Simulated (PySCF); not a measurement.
# What a mistake does to a calculation on Al2ClH3O

Calculated results; nothing here was measured. They come from PySCF 2.14.0, an open-source quantum chemistry program, on an isolated molecule that a program drew, which may never have been made. The molecule is Al2ClH3O (charge 0, singlet), drawn as the SMILES string `[AlH2][O][AlH][Cl]`.

Each row is a Hartree-Fock (HF) and frozen-core CCSD(T) single point in the cc-pV(D+d)Z basis, meant for a local HF minimum. Run 1 is clean. Each other run has one planted mistake out of seven kinds, and not every kind appears here: one electron removed, one electron added, multiplicity raised by two, geometry at a saddle point, minimal basis STO-3G, one bond length entered in bohr, all coordinates scaled. The reference is restricted for singlets and unrestricted otherwise, and also for a bond in bohr. Adding or removing an electron swaps singlet and doublet. Electrons count all cores. HOMO and LUMO are orbital energies over both spins, the gradient is its largest component, and the lowest frequency (negative if imaginary) is given only where the gradient is small. Bond lengths are over the 6 bonds as drawn. T1 is the CCSD diagnostic: over 0.02 (restricted) or 0.045 (unrestricted) a single reference is doubtful.

Geometry of the clean run:
```xyz
7
Al2ClH3O, angstrom
Al   -0.8202    0.6623   -1.3704
O     0.2179    1.2888   -0.1970
Al    1.3180    1.9179    0.8859
Cl    3.2334    2.4654    0.1820
H    -1.7615    1.6538   -2.1512
H    -0.8173   -0.8909   -1.6280
H     0.9929    2.1198    2.3980
```

```
run,electrons,basis functions,<S^2>,HOMO (eV),LUMO (eV),gradient (hartree/bohr),lowest frequency (cm^-1),mean bond (Å),longest bond (Å),T1,HF (hartree),CCSD(T) (hartree),mistake
1,54,98,0.000,-11.58,1.59,7.7e-06,65,1.6959,2.113,0.0135,-1020.14451,-1020.63745,no fault
2,54,98,0.000,-11.51,1.52,4.2e-05,-74,1.6962,2.112,0.0131,-1020.14315,-1020.63585,geometry at a saddle point
3,54,35,0.000,-8.04,9.02,4.3e-02,-,1.6959,2.113,0.0198,-1008.36337,-1008.49713,minimal basis STO-3G
4,54,98,2.011,-5.32,-3.29,4.0e-02,-,1.6959,2.113,0.0523,-1019.92974,-1020.42685,?
5,55,98,0.769,1.15,5.02,4.5e-02,-,1.6959,2.113,0.0160,-1020.08513,-1020.59120,?
```

**Which mistake was planted in run 4, and what did it cost?**

Electrons, basis and geometry are unchanged, and <S^2> is 2.011, beside S(S+1) = 2.00 for a multiplicity of 3. So the mistake is: multiplicity raised by two. Subtracting run 1 and multiplying by 627.51 kcal/mol a hartree, the energy moved by 134.8 kcal/mol in HF and 132.2 kcal/mol in CCSD(T).

**Which mistake was planted in run 5, and what did it cost?**

It counts 55 electrons, one more than the clean run, at the same geometry and basis. So the mistake is: one electron added. Subtracting run 1 and multiplying by 627.51 kcal/mol a hartree, the energy moved by 37.3 kcal/mol in HF and 29.0 kcal/mol in CCSD(T).

Cautions from the logs. Run 4: T1 is over the limit, so its CCSD(T) energy is less reliable; run 5: the HOMO is above zero, so the electron isn't bound and the energy depends on the basis.
